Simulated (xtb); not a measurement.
xtb input (GFN1-xTB):

```bash
xtb mol.xyz --gfn 1 --sp --chrg -1 --uhf 0
```
mol.xyz:
```
4

Si     0.41461912    -0.24657735     0.36204208
F     -0.92783069    -0.92691346    -0.41534054
F      0.32284718     1.29476318    -0.33452072
H     -0.35981604     0.14143532     1.68016218
```

End of the output:

```
         :::::::::::::::::::::::::::::::::::::::::::::::::::::
         ::                     SUMMARY                     ::
         :::::::::::::::::::::::::::::::::::::::::::::::::::::
         :: total energy             -12.982285040469 Eh    ::
         :: gradient norm              0.030797464234 Eh/a0 ::
         :: HOMO-LUMO gap              4.681541427444 eV    ::
         ::.................................................::
         :: SCC energy               -12.996082459432 Eh    ::
         :: -> electrostatic           0.169187193083 Eh    ::
         :: repulsion energy           0.014390833007 Eh    ::
         :: dispersion energy         -0.000593414044 Eh    ::
         :: halogen bond corr.         0.000000000000 Eh    ::
         :: add. restraining           0.000000000000 Eh    ::
         :: total charge              -1.000000000000 e     ::
         :::::::::::::::::::::::::::::::::::::::::::::::::::::

           -------------------------------------------------
          |                Property Printout                |
           -------------------------------------------------

    * Orbital Energies and Occupations

         #    Occupation            Energy/Eh            Energy/eV
      -------------------------------------------------------------
         1        2.0000           -0.5651623             -15.3788
         2        2.0000           -0.5622216             -15.2988
         3        2.0000           -0.3179464              -8.6518
         4        2.0000           -0.2902279              -7.8975
         5        2.0000           -0.2860843              -7.7848
         6        2.0000           -0.2856525              -7.7730
         7        2.0000           -0.2748683              -7.4795
         8        2.0000           -0.2620407              -7.1305
         9        2.0000           -0.2350833              -6.3969
        10        2.0000           -0.1191847              -3.2432 (HOMO)
        11                          0.0528588               1.4384 (LUMO)
        12                          0.0571406               1.5549
        13                          0.2036300               5.5411
        14                          0.2776572               7.5554
        15                          0.2938306               7.9955
        16                          0.3500375               9.5250
        17                          0.3828732              10.4185
Note: The following floating-point exceptions are signalling: IEEE_DENORMAL
normal termination of xtb
        18                          0.8578343              23.3429
        19                          1.1172762              30.4026
      -------------------------------------------------------------
                  HL-Gap            0.1720435 Eh            4.6815 eV
             Fermi-level           -0.0331630 Eh           -0.9024 eV

  Mulliken/CM5 charges         n(s)   n(p)   n(d)
     1Si   -0.14288 -0.24227   1.516  1.987  0.640
     2F    -0.34363 -0.32726   1.798  5.546  0.000
     3F    -0.34363 -0.32726   1.798  5.546  0.000
     4H    -0.16986 -0.10321   1.170  0.000  0.000

Wiberg/Mayer (AO) data.
largest (>0.10) Wiberg bond orders for each atom

 ---------------------------------------------------------------------------
     #   Z sym  total        # sym  WBO       # sym  WBO       # sym  WBO
 ---------------------------------------------------------------------------
     1  14 Si   3.219 --     3 F    1.108     2 F    1.108     4 H    1.004
     2   9 F    1.137 --     1 Si   1.108
     3   9 F    1.137 --     1 Si   1.108
     4   1 H    1.026 --     1 Si   1.004
 ---------------------------------------------------------------------------

Topologies differ in total number of bonds
Writing topology from bond orders to xtbtopo.mol

 dipole moment from electron density (au)
     X       Y       Z
  -0.3602   0.2067  -0.1072  total (Debye):    1.090

           -------------------------------------------------
          | TOTAL ENERGY              -12.982285040469 Eh   |
          | GRADIENT NORM               0.030797464234 Eh/α |
          | HOMO-LUMO GAP               4.681541427444 eV   |
           -------------------------------------------------

------------------------------------------------------------------------
------------------------------------------------------------------------
 total:
 SCF:
```

It need not be the lowest isomer of its formula. Whether it binds its extra electron was not tested at this geometry.
